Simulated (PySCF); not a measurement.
## How the functional moves excitation energies

Compound: C4H5Br.
Z-matrix (Å and degrees, PBE0-D3(BJ)/def2-SVP geometry), rows numbered from 1:
```
Br
C   1  1.8764
C   2  1.4871  1  129.98
C   2  1.4639  1  133.54  3   -85.77
C   2  1.4875  1  129.97  3  -171.48
H   3  1.1006  2  119.64  4  -109.18
H   3  1.0952  2  116.08  4   106.28
H   4  1.0886  2  132.11  3  -119.20
H   5  1.0952  2  116.03  4  -106.30
H   5  1.1006  2  119.66  4   109.22
```

Linear-response calculations in the def2-SVPD basis (PySCF; singlets by full response, triplets Tamm–Dancoff, core orbitals frozen in the response; HF means time-dependent Hartree–Fock). 'Strongest' is the level of largest summed f among the singlets computed (10 roots, of which the last may lack a degenerate partner); it can jump between rows when another state enters that window. S1 is the lowest singlet of each run and needn't be the same state throughout; f(S1) is that of one state. Isolated species at its PBE0-D3(BJ)/def2-SVP geometry, gas phase. The LDA/def2-SVPD calculation is non-relativistic and has no spin–orbit coupling, an omission that weighs most on bromine.

```json
{"functional": "LDA", "kind": "LDA", "S1 (eV)": "5.04", "f(S1)": "0.002", "strongest (eV)": "7.16", "T1 (eV)": "4.59", "HOMO (eV)": "-5.99", "gap (eV)": "4.77", "ionisation energy, ΔSCF (eV)": "8.99"}
{"functional": "B3LYP", "kind": "global hybrid, 20% exact exchange", "S1 (eV)": "5.34", "f(S1)": "0.002", "strongest (eV)": "7.57", "T1 (eV)": "4.81", "HOMO (eV)": "-6.82", "gap (eV)": "6.45", "ionisation energy, ΔSCF (eV)": "9.03"}
{"functional": "PBE0", "kind": "global hybrid, 25% exact exchange", "S1 (eV)": "5.48", "f(S1)": "0.002", "strongest (eV)": "7.76", "T1 (eV)": "4.89", "HOMO (eV)": "-7.04", "gap (eV)": "6.93", "ionisation energy, ΔSCF (eV)": "9.05"}
{"functional": "BHandHLYP", "kind": "global hybrid, 50% exact exchange", "S1 (eV)": "5.78", "f(S1)": "0.002", "strongest (eV)": "8.15", "T1 (eV)": "5.17", "HOMO (eV)": "-8.09", "gap (eV)": "8.84", "ionisation energy, ΔSCF (eV)": "9.11"}
{"functional": "CAM-B3LYP", "kind": "range-separated hybrid", "S1 (eV)": "5.62", "f(S1)": "0.002", "strongest (eV)": "7.97", "T1 (eV)": "5.04", "HOMO (eV)": "-8.34", "gap (eV)": "9.18", "ionisation energy, ΔSCF (eV)": "9.19"}
{"functional": "wB97X-D", "kind": "range-separated hybrid", "S1 (eV)": "5.68", "f(S1)": "0.001", "strongest (eV)": "8.10", "T1 (eV)": "5.11", "HOMO (eV)": "-8.86", "gap (eV)": "10.43", "ionisation energy, ΔSCF (eV)": "9.14"}
{"functional": "LC-wPBE", "kind": "range-separated hybrid", "S1 (eV)": "5.94", "f(S1)": "0.001", "strongest (eV)": "8.52", "T1 (eV)": "5.27", "HOMO (eV)": "-9.67", "gap (eV)": "11.53", "ionisation energy, ΔSCF (eV)": "9.38"}
{"functional": "HF", "kind": "Hartree–Fock", "S1 (eV)": "6.38", "f(S1)": "0.001", "strongest (eV)": "8.86", "T1 (eV)": "5.60", "HOMO (eV)": "-9.70", "gap (eV)": "11.99", "ionisation energy, ΔSCF (eV)": "not settled"}
```

Task: What does PBE (GGA) give?

Result: S1 (eV) 5.05, f(S1) 0.002, strongest (eV) 7.17, T1 (eV) 4.54, HOMO (eV) -5.87, gap (eV) 4.81, ionisation energy, ΔSCF (eV) 8.81. S1 runs from 5.04 eV (LDA) to 6.38 eV (HF), a spread of 1.34 eV, while the orbital gap spreads over 7.2 eV. Along PBE (0%), B3LYP (20%), PBE0 (25%), BHandHLYP (50%), HF (100%) S1 rises with the share of exact exchange. −ε(HOMO) comes closest to its own ΔSCF ionisation energy with wB97X-D (-0.28 eV) and misses most with LDA (-2.99 eV). 'Not settled' means that the ion's SCF failed to converge or may have ended in another state than the lowest.
